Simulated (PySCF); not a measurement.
Compound: CH4BClO.
Geometry (PBE0-D3(BJ)/def2-SVP, Å), atoms numbered from 1 in this order:
```xyz
8
CH4BClO angstrom
C     -1.0082    0.2737    0.1965
O     -0.0498   -0.7576    0.2044
B      1.2607   -0.6414   -0.0077
Cl     2.0323    0.9179   -0.3504
H     -0.5567    1.2514   -0.0274
H     -1.4947    0.3126    1.1821
H     -1.7715    0.0406   -0.5602
H      1.9459   -1.6287    0.0362
```

Computed with PySCF at PBE0/pcSseg-1, non-relativistic, on one gas-phase PBE0-D3(BJ)/def2-SVP geometry that isn't relaxed in the solvent. The solvent is an IEF-PCM continuum (Bondi radii, 1.10 Å for H, scaled by 1.2). Specific hydrogen bonds and non-electrostatic terms are outside this model.

```csv
run,E − E(gas) (kcal/mol),HOMO (eV),HOMO–LUMO gap (eV),dipole (D)
gas,0.00,-8.92,8.71,1.92
P,-1.67,-8.97,8.77,2.20
Q,-2.19,-8.99,8.78,2.28
```

Problem. The runs were made in acetone and chloroform. Which run belongs to which solvent?

Solution. P = chloroform, Q = acetone. The dielectric constants are 4.711 (chloroform), 20.49 (acetone), and the energy falls further as ε rises. In this model the ground state sees the solvent through ε alone.

Problem. How constant is the ratio of the lowering to (ε − 1)/(2ε + 1)?

Solution. 
```csv
solvent,(ε − 1)/(2ε + 1),E − E(gas) (kcal/mol),ratio (kcal/mol),polarisation term (kcal/mol)
chloroform,0.356,-1.67,-4.7,-1.81
acetone,0.464,-2.19,-4.7,-2.43
```

The ratio changes by +0.6 % in size from chloroform to acetone. The polarisation term is half the interaction of the solute with the induced surface charges.

The run took 8.9 s of wall time on one thread, Arm Neoverse N1 (aarch64), no GPU, shared host with 64 logical CPUs at a one-minute load of 58, and the process peaked at 0.45 GiB of memory. This is the whole shielding run at PBE0/pcSseg-1 in acetone, SCF included.
